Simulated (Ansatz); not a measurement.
Cartesian coordinates in Å:
```
C -2.210 -0.681 0.257
C -0.975 -0.309 0.125
C 0.284 0.054 0.016
C 0.769 0.944 -1.098
B 1.197 -0.508 1.112
Cl 2.908 -0.123 1.114
H -2.574 -1.590 -0.210
H -2.913 -0.093 0.839
H 1.226 1.848 -0.691
H -0.044 1.232 -1.764
H 1.539 0.436 -1.683
H 0.793 -1.210 1.984
```

Charge 0, multiplicity 1.

**Question.** List the r2SCAN/def2-TZVPP orbital energies in eV (the Gaussian-basis code of Ansatz). (Best estimate.)

**Answer.** Computed: Occupied: -2753.34, -274.22, -273.48, -273.44, -273.22, -254.74, -193.26, -193.18, -193.11, -181.39, -21.82, -21.32, -19.57, -17.31, -13.77, -12.57, -11.73, -11.51, -10.93, -10.68, -9.50, -9.25, -8.76, -7.59, -6.96, -6.86. Lowest empty: -2.42, -0.65, 0.46, 1.30, 2.00, 2.58, 2.80, 2.87.
